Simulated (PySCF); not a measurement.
## Gas-phase XPS of (H2Ga-mu-NH2)3, computed

(H2Ga-mu-NH2)3.
Structure used (PBE0-D3(BJ)/def2-SVP), in Å, numbered top down from 1:
```
atom  x, y, z in Å
Ga1    1.933   -0.541   -0.511
H2     2.139   -1.771   -1.474
H3     3.107    0.311    0.103
N4     0.666    0.769   -1.356
Ga5   -0.391    1.873   -0.059
H6     0.504    2.121    1.214
H7    -1.121    3.028   -0.846
N8    -1.763    0.510    0.494
Ga9   -1.189   -1.417    0.475
H10   -1.932   -2.177    1.639
H11   -1.242   -1.872   -1.034
N12    0.740   -1.188    0.973
H13    1.207    1.406   -1.945
H14    0.040    0.281   -2.000
H15   -2.590    0.596   -0.100
H16   -2.087    0.757    1.430
H17    0.832   -0.575    1.786
H18    1.090   -2.095    1.288
```

Computed, not measured: delta-SCF UKS SCAN, pcX-2 on the ionised atom, pcseg-1 elsewhere, spin-free X2C in PySCF. Each binding energy is the total energy of the core-ionised species, with the hole localised on one atom, minus that of the ground state; both are solved self-consistently, so orbital relaxation is included.

What binding energy does each computed site have?

| atom(s) | environment | level | binding energy (eV) | count |
| --- | --- | --- | --- | --- |
| N4/N8/N12 | nitrogen bonded to 2 Ga and 2 H | N 1s | 405.10 | 3 |

Which photon energy gives electrons from N 1s of N4/N8/N12 a kinetic energy of 200 eV, and what is their de Broglie wavelength?

hν = 405.10 + 200 = 605.10 eV, recoil neglected; λ = 12.264 Å/√(E/eV) = 0.87 Å.

Give the binding energy of N 1s of N4/N8/N12 in hartree and in kJ/mol.

405.10 eV = 14.8872 Eh = 39086 kJ/mol.

Topologically equivalent atoms share the value of their first member; where this conformer doesn't relate them by symmetry, their own values could differ. No level of gallium is listed. The structure is a single PBE0-D3(BJ)/def2-SVP conformer in the gas phase; no vibrational or solvent corrections.

The run took 44 s wall on an Intel Xeon at 2.50 GHz with one thread, no GPU, on a shared host, and the process peaked at 0.53 GiB of memory.
